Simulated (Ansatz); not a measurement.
C6H9FO3Ti, SMILES `C[O][Ti]1234([OH])([OH])[C@@H]5[C@H]1[C@H]2[C@@]3(F)[C@@H]54`, 20 atoms. Total charge 0; spin multiplicity 1. Correlated methods include outer-core shells of Ti, which these sets cover unevenly. Scalar relativity is left out up to krypton. Hardware: A = 4 threads of an AMD EPYC 7R13 on a shared host and a share of an NVIDIA H100 80 GB; B = 4 threads of an AMD EPYC 7R13 on a shared host. Correlated methods freeze the cores.

Question: Give the basis size and wall time and peak host memory of each of these runs in Ansatz. RHF-CCSD(T)/def2-SVP energy [A]; RHF-MP2/def2-QZVPP energy [A]; RKS B97M-V/def2-TZVPP energy [A]; RKS B2PLYP (frozen core)/def2-TZVPP energy [A]; RKS SPW92 (LDA)/def2-TZVPP energy [A]; RKS ωB97M-V/def2-SVP energy [B]; RHF-CCSD(T)/def2-TZVPP energy [A]; RKS PBE0-D4/def2-QZVPP energy [A]; RKS PBE0-D4/def2-TZVP relaxation (43 steps) [A]; RKS PBE0-D4/def2-SVP energy [B]; RKS ωB97M-V/def2-QZVPP energy [A]; direct RPA on PBE orbitals/def2-TZVPP energy [A]. (Estimate.)

Answer: Computed: Other jobs shared the machine, so times are rough.

```
                                level                        job  functions  wall time  peak host memory (GiB)
           RKS SPW92 (LDA)/def2-TZVPP                 energy [A]        500      2.9 s                     1.1
  RKS B2PLYP (frozen core)/def2-TZVPP                 energy [A]        500      4.2 s                       3
                RKS B97M-V/def2-TZVPP                 energy [A]        500      5.5 s                     1.3
                 RHF-CCSD(T)/def2-SVP                 energy [A]        216      5.5 s                    0.86
               RKS PBE0-D4/def2-QZVPP                 energy [A]        933        8 s                     1.6
                   RHF-MP2/def2-QZVPP                 energy [A]        933      8.5 s                     1.7
direct RPA on PBE orbitals/def2-TZVPP                 energy [A]        500      9.5 s                       3
                 RKS PBE0-D4/def2-SVP                 energy [B]        216       12 s                     1.2
               RKS ωB97M-V/def2-QZVPP                 energy [A]        933       13 s                     1.8
                 RKS ωB97M-V/def2-SVP                 energy [B]        216       34 s                     1.5
               RHF-CCSD(T)/def2-TZVPP                 energy [A]        500       97 s                     2.9
                RKS PBE0-D4/def2-TZVP  relaxation (43 steps) [A]        409    2.4 min                     1.2
```
